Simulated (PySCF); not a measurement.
Isomers of C2H13NO2Si3, from PySCF 2.14.0, PBE0-D3(BJ)/def2-SVP geometry optimisation, gas phase. One conformer each, no zero-point energy, no frequencies.

Task: Which isomer lies lower at this level?
A. `[CH3:1][N:2]([CH3:3])[SiH2:4][O:5][SiH2:6][O:7][SiH3:8]` with C1–N2–Si4–O5 91°, N2–Si4–O5–Si6 45°, Si4–O5–Si6–O7 -64°, O5–Si6–O7–Si8 -48°: A = 1378, B = 896.5, C = 655.2 MHz, dipole 1.30 D
B. `[CH3:1][O:2][SiH:3]([O:4][CH3:5])[N:6]([SiH3:7])[SiH3:8]` with C1–O2–Si3–O4 173°, O2–Si3–O4–C5 162°, O2–Si3–N6–Si7 130°: A = 1147, B = 974.1, C = 787.1 MHz, dipole 1.27 D

Result: A. That is `[SiH2](O[SiH2]N(C)C)O[SiH3]`, 30.5 kcal/mol below the other.

```tsv
SMILES	mapped SMILES	E (Eh)	relative (kcal/mol)	relative (kJ/mol)	dipole (D)
CN(C)[SiH2]O[SiH2]O[SiH3]	[CH3:1][N:2]([CH3:3])[SiH2:4][O:5][SiH2:6][O:7][SiH3:8]	-1156.71689	0.0	0.0	1.30
CO[SiH](OC)N([SiH3])[SiH3]	[CH3:1][O:2][SiH:3]([O:4][CH3:5])[N:6]([SiH3:7])[SiH3:8]	-1156.66832	30.5	127.5	1.27
```
